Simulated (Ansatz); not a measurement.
Ansatz (a quantum-chemistry and plane-wave program) job for CH₁₀FNSi₃, SMILES C([SiH2]N[SiH3])[SiH2]F, PBE/def2-SVPD. The structure is a stationary point at r2SCAN-D4/def2-SVP. This is a generated structure with no PubChem entry under its InChIKey; it may be hypothetical. One conformer was computed; it need not be the lowest.

Ansatz 0.2 input:
```yaml
crystal:
  periodic: [false, false, false]
  atoms:
    - {symbol: F, position_ang: [2.86937516, -0.44368838, -1.24180850]}
    - {symbol: Si, position_ang: [2.60792383, -0.05287297, 0.32387172]}
    - {symbol: C, position_ang: [0.91271443, 0.70820367, 0.45190517]}
    - {symbol: Si, position_ang: [-0.37434774, -0.08082920, -0.68535639]}
    - {symbol: N, position_ang: [-2.00907039, 0.43251116, -0.34872152]}
    - {symbol: Si, position_ang: [-3.10397522, -0.16295074, 0.86760595]}
    - {symbol: H, position_ang: [2.68650714, -1.31175982, 1.11709013]}
    - {symbol: H, position_ang: [3.69356349, 0.88233897, 0.73458134]}
    - {symbol: H, position_ang: [0.96161248, 1.79104985, 0.23824099]}
    - {symbol: H, position_ang: [0.56393398, 0.60417650, 1.49676266]}
    - {symbol: H, position_ang: [-0.06678695, 0.29373712, -2.09545075]}
    - {symbol: H, position_ang: [-0.30386413, -1.56152248, -0.50286678]}
    - {symbol: H, position_ang: [-2.32480448, 1.24387881, -0.87791241]}
    - {symbol: H, position_ang: [-2.48672105, -1.39684553, 1.43621759]}
    - {symbol: H, position_ang: [-4.44504215, -0.48784577, 0.29093184]}
    - {symbol: H, position_ang: [-3.32998070, 0.81232833, 1.98260359]}
basis:
  gaussian:
    orbitals: def2-SVPD
hamiltonian:
  xc: {name: PBE}
```

Log of the run:

```
WARN ansatz: RAYON_NUM_THREADS=2 ignored (pool sized by the plan → 2); use --threads N
Functional definition: PBE
integrals: 0.20 GiB planned
1853 factors; their error is unknown
mean field: 1.17 GiB planned
mean field evaluation 1: about -28998.3591 eV, gradient 8.3e1 eV
mean field evaluation 2: about -28955.5373 eV, gradient 1.5e2 eV
mean field evaluation 4: about -29012.5703 eV, gradient 1.4e1 eV
mean field evaluation 8: about -29013.0560 eV, gradient 1.5e-1 eV
mean field evaluation 16: about -29013.0021 eV, gradient 1.3e-4 eV
mean field -29013.00205784 eV, -1066.2081599066 hartree, gradient 2.6e-5 eV, S^2 0.000000; 0 other end points of the search recorded, 0 dependent functions left out
reference -29013.00212037 eV, -1066.2081622044 hartree; 37, 37 occupied and 178, 178 virtual orbitals, 1853 factors
Total energy: -29013.00212037 eV, -1066.2081622044 hartree
```

Self-consistency was reached.
